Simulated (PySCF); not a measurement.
# One molecule, several mistakes: ClH4Si2

All numbers below are calculated, not measured. The program is PySCF 2.14.0, an open-source quantum chemistry code, run on an isolated molecule that a program drew, which may never have been made. The molecule is ClH4Si2 (charge 0, doublet), drawn as the SMILES string `[SiH2][SiH2]Cl`.

Each row is a Hartree-Fock (HF) and frozen-core CCSD(T) single point in the cc-pV(D+d)Z basis, meant for a local HF minimum. Run 1 is clean. Each other run has one planted mistake out of seven kinds, and not every kind appears here: one electron removed, one electron added, multiplicity raised by two, geometry at a saddle point, minimal basis STO-3G, one bond length entered in bohr, all coordinates scaled. The reference is restricted for singlets and unrestricted otherwise, and also for a bond in bohr. Adding or removing an electron swaps singlet and doublet. Electrons count all cores. HOMO and LUMO are orbital energies over both spins, the gradient is its largest component, and the lowest frequency (negative if imaginary) is given only where the gradient is small. Bond lengths are over the 6 bonds as drawn. T1 is the CCSD diagnostic: over 0.02 (restricted) or 0.045 (unrestricted) a single reference is doubtful.

Geometry of the clean run:
```xyz
7
ClH4Si2, angstrom
Si    0.6327   -0.4832   -1.0820
Si   -0.9057   -1.2898    0.5040
Cl   -2.2862    0.2186    0.9054
H     1.7058   -1.4658   -1.3700
H    -0.0177   -0.0463   -2.3389
H    -0.2242   -1.6236    1.7692
H    -1.6728   -2.4630    0.0405
```

```
run  electrons  basis functions  <S^2>  HOMO (eV)  LUMO (eV)  gradient (hartree/bohr)  lowest frequency (cm^-1)  mean bond (Å)  longest bond (Å)      T1  HF (hartree)  CCSD(T) (hartree)                     mistake
  1         49               89  0.758      -9.18       0.75                  1.1e-05                       108         1.7253             2.352  0.0121   -1039.71591        -1040.09730                    no fault
  2         49               89  3.760      -4.70      -2.45                  2.7e-02                         -         1.7253             2.352  0.0339   -1039.49101        -1039.87342  multiplicity raised by two
  3         49               89  0.757      -9.29       0.59                  2.2e-02                         -         1.8116             2.470  0.0127   -1039.70273        -1040.08631      all coordinates scaled
  4         49               89  1.328      -8.88       0.27                  2.1e-02                         -         2.0741             4.445  0.0812   -1039.63083        -1040.00241                           ?
```

**Which mistake was planted in run 4, and what did it cost?**

The mean bond changes by a factor of 1.202 and the longest by 1.890, so the molecule wasn't scaled as a whole. A length L in bohr read as angstrom grows by (1/0.5292 - 1) L = 0.890 L. The 6 bonds together grew by 6 x 0.3488 = 2.093 Å, which gives L = 2.352 Å. That is bond Si1-Si2, 2.352 Å in the clean geometry. So the mistake is: one bond length entered in bohr. Subtracting run 1 and multiplying by 627.51 kcal/mol a hartree, the energy moved by 53.4 kcal/mol in HF and 59.5 kcal/mol in CCSD(T).

Cautions from the logs. Run 4: T1 is over the limit, so its CCSD(T) energy is less reliable.
